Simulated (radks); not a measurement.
Species: Cu III. Configuration: [Ar] 3d(up 4.75, down 4.25) (fractional occupations, a model configuration).

All-electron calculation, scalar-relativistic Kohn-Sham, PBEsol, spin-polarised, spherical densities, point nucleus. Program: a radial shooting solver on a logarithmic mesh with Libxc functionals.

Energy parts (hartree):
| part | energy |
|---|---|
| total | -1652.41177 |
| kinetic | 1676.87708 |
| electron-nucleus | -3955.53274 |
| Hartree | 691.74037 |
| exchange-correlation | -65.49648 |

Orbitals (lengths in bohr, moments of r in powers of bohr; r(90%) holds 90 % of the orbital's charge):
orbital  occ.  eigenvalue (hartree)  r(90%)       <r^4>
1s up       1             -325.9143  0.0932  0.00003446
1s down     1             -325.9143  0.0932  0.00003446
2s up       1             -39.95617   0.364    0.007432
2s down     1             -39.94497   0.364    0.007426
2p up       3             -34.62474   0.338    0.005540
2p down     3             -34.61629   0.338    0.005535
3s up       1              -5.15307    1.07      0.5549
3s down     1              -5.13202    1.07      0.5562
3p up       3              -3.59073    1.15      0.7607
3p down     3              -3.57007    1.15      0.7640
3d up    4.75              -1.09733    1.60       3.183
3d down  4.25              -1.07814    1.61       3.283

The highest occupied level is 3d down at -29.338 eV. The density falls to 0.001 e/bohr^3 at r = 2.92 bohr.
